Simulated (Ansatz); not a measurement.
Reaction (atomization): `O=C[CH2][ZnH]` → 2 C• + 4 H• + O• + Zn (atom)

Program: Ansatz. Geometries: PBE0-D4/def2-TZVP. ΔE: electronic, gas phase. CCSD(T)/CBS adds triple-zeta CCSD(T) − MP2 to the extrapolated MP2 energy (def2 sets, frozen cores). This one scheme is used for every species, atoms too. Functionals use def2-TZVPP. B3LYP here is the variant with VWN-RPA as its local correlation; programs differ in this. No spin–orbit coupling; open shells (•) take unrestricted orbitals. Spin–orbit coupling would lower the free atoms: a little for C, O. For Zn outer-core shells are correlated without core-valence functions, so the limit isn't a true one: a few kJ/mol of doubt a bond, and 10 to 20 or more in all where bonds break to atoms. Scalar relativity is left out up to krypton. Each species was taken in one conformer, which may not be the lowest.

`O=C[CH2][ZnH]`:

Cartesian coordinates in Å:
```
O -0.627 -0.343 -1.978
C 0.001 0.309 -1.178
C 0.617 -0.211 0.050
Zn -0.723 -0.152 1.494
H 0.121 1.406 -1.334
H 0.885 -1.265 -0.055
H 1.477 0.387 0.364
H -1.751 -0.130 2.637
```

```csv
level,ΔE (kJ/mol),difference from CCSD(T)/CBS
PBE-D4,2888.9,93.8
r2SCAN-D4,2832.6,37.5
PBE0-D4,2819.8,24.7
B3LYP-D4,2791.6,-3.5
ωB97X-V,2817.3,22.2
ωB97M-V,2812.4,17.3
B2PLYP,2774.0,-21.1
PBE,2875.8,80.7
r2SCAN,2829.5,34.4
PBE0,2808.8,13.7
B3LYP,2770.4,-24.7
HF/def2-TZVPP,1980.0,-815.1
MP2/def2-TZVPP,2801.6,6.5
SCS-MP2/def2-TZVPP,2769.8,-25.3
CCSD/def2-TZVPP,2677.3,-117.8
CCSD(T)/def2-TZVPP,2728.6,-66.5
HF/def2-QZVPP,1985.8,-809.3
MP2/def2-QZVPP,2841.7,46.6
SCS-MP2/def2-QZVPP,2815.4,20.3
HF/CBS(def2),1986.6,-808.5
MP2/CBS(def2),2868.1,73.0
CCSD/CBS(def2),2743.8,-51.3
CCSD(T)/CBS,2795.1,0
```

Largest T1 diagnostic among the species: 0.017.

In def2-TZVPP, CCSD(T) changes the Hartree–Fock value by +748.6 kJ/mol (the triples alone add +51.3 kJ/mol) and MP2 by +821.6 kJ/mol; breaking electron pairs costs correlation energy, which Hartree–Fock lacks. From PBE to PBE0 (25 % exact exchange), in def2-TZVPP and without D4, ΔE moves by −66.9 kJ/mol: exact exchange takes away binding that semilocal exchange gives to molecules. The D4 term adds +21.2 kJ/mol with B3LYP and +11.0 kJ/mol with PBE0; it sums over pairs of atoms, weighted by their polarisabilities, and B3LYP, whose exchange is more repulsive, gets the larger term.

For atomizations the MP2-based limit and the directly extrapolated one differ by several kJ/mol either way, and by 10 to 25 for some Ge, Se and Sn compounds, so smaller differences from it don't rank the levels.
